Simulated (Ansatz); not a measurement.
The cluster B₄P₅⁻. Total charge -1; singlet. Geometry B3LYP-D4/def2-SVPD, basis def2-TZVPD, Ansatz.

```xyz
9

B     0.961    0.773   -0.500
B    -0.882   -0.097   -0.643
B     0.779   -0.493   -1.441
B     0.340   -0.991    0.323
P     1.559    0.278    1.282
P    -0.634    1.882   -0.453
P    -1.401   -0.719    1.107
P    -0.481    1.312    1.822
P    -0.240   -1.945   -1.496
```

```tsv
run	HOMO (eV)	LUMO (eV)
A	-1.15	1.08
B	-3.67	4.10
C	-2.12	1.86
D	-2.03	1.81
```

Another isomer (singlet) lies 0.37 eV lower at PBE0-D4/def2-TZVPD; other spin states weren't run for this one.

Task: The runs used HF, PBE, PBE0, r2SCAN0. Estimate which is which.

Result: A PBE (0 % exact exchange); B HF (100 % exact exchange); C r2SCAN0 (25 % exact exchange); D PBE0 (25 % exact exchange). Exact exchange lowers occupied and raises empty levels; among semilocal functionals meta-GGAs tend to open the gap a little, and such runs are hard to tell apart. The gap grows from 2.23 eV (PBE) to 7.77 eV (HF).
